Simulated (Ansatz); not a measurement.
Input for Ansatz (a program for electronic structure): U-CCSD(T)/def2-TZVPP on F2Pb (SMILES [F][Pb][F]), a point of a bond scan (R = 5.550 Å). Elements past Kr take the def2 small-core potentials; no spin–orbit coupling. The run froze 11 orbitals, filled d shells among them.

Ansatz 0.2 input:
```yaml
crystal:
  periodic: [false, false, false]
  atoms:
    - {symbol: Pb, position_ang: [0.02962032, -0.01891666, 0.24316538]}
    - {symbol: F, position_ang: [1.69217005, 3.84010629, -3.38282165]}
    - {symbol: F, position_ang: [-0.91525349, -1.23799932, -1.11571404]}
basis:
  gaussian:
    orbitals: def2-TZVPP
correlation: {method: ccsd_t, electrons: outside_noble_gas}
scf: {omitted_lower_state_checks: [cluster_reference]}
magnetization: {spin_polarized: true, initial_magnetization: 0}
```

### Question
Give the final energy of this run.

### Answer
-391.2952 hartree (reference determinant -390.7543, T1 diagnostic 0.015). Its determinant has ⟨S²⟩ = 1.01, a mixture of spin states.

### Question
How many basis functions does it have, and what does it roughly cost on one machine?

### Answer
112 functions; very roughly 40 core-seconds.
